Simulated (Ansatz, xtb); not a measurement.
## AlClH5N2+: which of two structures lies lower

Structure I is a singlet given by its coordinates and structure II is a singlet given by its coordinates. Both are isolated ions in the gas phase, relaxed with B3LYP-D3(BJ)/def2-SVP.

I (Å):

```xyz
9

Al   -0.5281   -1.0227    0.1788
Cl   -2.4542   -0.4679    0.7000
N    -0.6400   -2.9008   -0.5928
N    -0.6348   -1.8844   -1.6600
H     0.9276   -0.6425    0.5464
H     0.1499   -3.5502   -0.6782
H    -1.5140   -3.4391   -0.5871
H     0.1595   -2.0042   -2.2985
H    -1.5047   -1.9023   -2.2045
```

Close contacts (Å): Al1–Cl2 2.07, Al1–N3 2.03, Al1–N4 2.03, N3–N4 1.47, Al1–H5 1.55, N3–H6 1.03, N3–H7 1.03, N4–H8 1.03, N4–H9 1.03.

II (Å):

```yaml
atoms:
  - { symbol: Al, position_ang: [0.2984, -0.1413, -0.6594] }
  - { symbol: Cl, position_ang: [1.6690, -1.3914, 0.8624] }
  - { symbol: N, position_ang: [0.1663, -1.1590, -2.0555] }
  - { symbol: N, position_ang: [-0.0383, 1.3669, 0.1353] }
  - { symbol: H, position_ang: [-0.2248, 2.2302, -0.3733] }
  - { symbol: H, position_ang: [2.2180, -0.4061, 1.5207] }
  - { symbol: H, position_ang: [0.8147, -1.8917, -2.3355] }
  - { symbol: H, position_ang: [-0.2708, 1.4955, 1.1177] }
  - { symbol: H, position_ang: [-0.5712, -1.0662, -2.7522] }
```

Close contacts (Å): Al1–Cl2 2.40, Al1–N3 1.73, Al1–N4 1.74, Cl2–H6 1.31, N3–H7 1.02, N3–H9 1.02, N4–H5 1.02, N4–H8 1.02.

Energies in hartree; the thermal terms are from B3LYP-D3(BJ)/def2-SVP harmonic frequencies (ideal gas, rigid rotor, one conformer each, 298.15 K, 1 atm) and include the zero-point energy:

```
                              I           II
E, CCSD(T)/def2-SVP  −813.358921  −813.362894
    E, MP2/def2-SVP  −813.302141  −813.309595
  E, MP2/def2-TZVPP  −813.827756  −813.843641
  zero-point energy     0.065178     0.060081
       H(298 K) − E     0.072121     0.068747
       G(298 K) − E     0.035484     0.028727
```

Q: Correct the CCSD(T) difference for the basis set by the MP2 change, then work out ΔE, ΔE₀, ΔH and ΔG for I → II in kJ/mol (1 Eh = 2625.50 kJ/mol) and the equilibrium ratio [II]/[I].

A: 1. Differences II − I: CCSD(T) −0.003973, MP2 in the small set −0.007454, MP2 in the large set −0.015885 Eh.
2. ΔE = −0.003973 + (−0.015885 − (−0.007454)) = −0.012404 Eh = −32.57 kJ/mol.
3. ΔE₀ = ΔE + ΔZPE = −0.012404 + (−0.005097) Eh = −45.95 kJ/mol.
4. ΔH = ΔE + (−0.003374) Eh = −41.43 kJ/mol.
5. ΔG = ΔE + (−0.006757) Eh = −50.31 kJ/mol, so ΔS = (ΔH − ΔG)/T = +29.8 J/(mol K).
6. kT = 0.9442 mEh, so K = [II]/[I] = exp(−ΔG/kT) = exp(+20.29) ≈ 6.5 × 10^8.

Structure II is favoured at this temperature. An error of 4 kJ/mol in ΔG would change K by a factor of 5. The basis-set step is large, which makes the value less sure. r2SCAN-D4/def2-SVP found them nearly level. HF/STO-3G gave ΔE the other sign. Mirror images and further conformers aren't counted.

Other levels gave ΔE = −5.3 (GFN2-xTB); +165.6 (HF/STO-3G, GFN2-xTB geometries); +1.9 (r2SCAN-D4/def2-SVP, GFN2-xTB geometries); −8.5 (B3LYP-D3(BJ)/def2-SVP); −4.5 (HF/def2-SVP); −19.6 (MP2/def2-SVP); −10.4 (CCSD(T)/def2-SVP) kJ/mol. The correlated steps freeze 12 core orbitals. Programs: Ansatz 0.2.0, xtb 6.7.1.
